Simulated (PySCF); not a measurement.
**C7H12N: g tensor and hyperfine couplings**

Compound: C7H12N (doublet state).
Geometry (GFN2-xTB, Å), atoms numbered from 1 in this order:
```
atom  x, y, z in Å
C1     0.946    1.547   -0.521
C2     0.615    0.261   -0.166
C3     1.528   -0.659    0.333
C4     2.975   -0.397    0.542
C5    -0.794   -0.188   -0.303
C6    -1.092   -1.328   -0.912
C7    -1.837    0.724    0.311
N8    -3.176    0.190    0.455
H9     1.952    1.914   -0.435
H10    0.216    2.224   -0.923
H11    1.160   -1.630    0.628
H12    3.525   -1.331    0.627
H13    3.134    0.168    1.466
H14    3.395    0.189   -0.274
H15   -0.328   -1.948   -1.350
H16   -2.103   -1.686   -1.018
H17   -1.489    1.025    1.306
H18   -1.913    1.634   -0.293
H19   -3.564   -0.034   -0.455
H20   -3.153   -0.665    1.001
```

The hyperfine couplings belong to this conformer and change with its torsions.

The species is `C=C([CH]C)C(=C)CN` [radical].

Method used: PySCF, UKS B3LYP, pcH-1 on C H N, non-relativistic, mean-field spin-orbit, GIAO. One conformer (not necessarily the lowest) at the GFN2-xTB geometry, without solvent, vibrations or thermal averaging. A GFN2-xTB geometry isn't a minimum of the functional, and hyperfine couplings can be far from their values at a DFT geometry. The frame is twisted about the C2–C5 bond at this geometry (dihedral C3–C2–C5–C6 = -50°); couplings at other torsion angles weren't computed. The SCF solution wasn't tested for stability. ⟨S²⟩ is 0.778 where a pure state has 0.75.

- g1, g2, g3: 2.00219, 2.00277, 2.00291
- g_iso: 2.00262
- Form of g: rhombic: the two nearest values differ by 19 % of g3 − g1
- ⟨S²⟩: 0.7780 (exact 0.7500)
- α and β electrons: 31, 30
- Total energy: -328.66751 Eh

Hyperfine couplings atom by atom, in 10⁻⁴ cm⁻¹; T1 to T3 are the principal values of the dipolar part (1 × 10⁻⁴ cm⁻¹ = 2.998 MHz):

```tsv
atom	isotope	a_iso	T1	T2	T3	Mulliken spin population
C1	13C	17.4	-16.4	-15.8	32.1	0.66
C2	13C	-15.9	-9.3	3.7	5.6	-0.26
C3	13C	19.7	-18.0	-17.4	35.3	0.68
C4	13C	-7.3	-0.4	0.0	0.4	-0.06
C5	13C	2.3	-0.7	-0.1	0.8	0.03
C6	13C	-2.0	-1.8	0.8	1.0	-0.03
C7	13C	-1.8	-0.2	0.0	0.2	0.00
N8	14N	0.1	0.0	0.0	0.0	0.00
H9	1H	-12.7	-6.9	-0.4	7.3	-0.03
H10	1H	-13.2	-8.0	-0.1	8.1	-0.03
H11	1H	-14.6	-8.7	-0.1	8.8	-0.03
H12	1H	4.2	-1.1	-1.0	2.0	0.00
H13	1H	28.6	-1.0	-0.9	1.9	0.04
H14	1H	12.2	-1.3	-0.4	1.7	0.02
H15	1H	1.1	-1.0	-0.7	1.7	0.00
H16	1H	0.8	-0.3	0.0	0.3	0.00
H17	1H	0.6	-0.7	-0.3	1.0	0.00
H18	1H	0.9	-0.6	-0.5	1.1	0.00
H19	1H	0.1	-0.2	-0.1	0.3	0.00
H20	1H	0.0	-0.2	-0.2	0.4	0.00
```

Largest spin populations (Mulliken): C3 (+0.68), C1 (+0.66) and C2 (-0.26). The angles at C3 add up to 360.0°, so it is planar; its axial dipolar tensor and the negative coupling of its proton fit spin in a p orbital normal to that plane.

Axes: g2 points within 9° of the C1–H9 bond.

Under fast tumbling the dipolar parts average out, and these isotropic splittings remain (the largest six): 3 × 1H (H12/H13/H14, I = 1/2, 4 lines) with 1.60 mT, 1 × 1H (H11, I = 1/2, 2 lines) with 1.56 mT, 1 × 1H (H10, I = 1/2, 2 lines) with 1.41 mT, 1 × 1H (H9, I = 1/2, 2 lines) with 1.36 mT, 1 × 1H (H15, I = 1/2, 2 lines) with 0.11 mT and 1 × 1H (H16, I = 1/2, 2 lines) with 0.09 mT.

Nuclei that the bonding pattern makes equivalent are averaged, as if the motion that swaps them (rotation, inversion, ring flip) were fast. The three 1H nuclei of mean +45.0 MHz run from 12.5 to 85.7 MHz in the frozen geometry.

The 13C coupling of C3 (59.2 MHz) shows only in satellite lines or after enrichment, since that isotope makes up about 1.07 % of natural carbon.

Examples of negative spin density at the nucleus (bohr⁻³): C2 (-0.0423), C4 (-0.0196) and H11 (-0.0098).
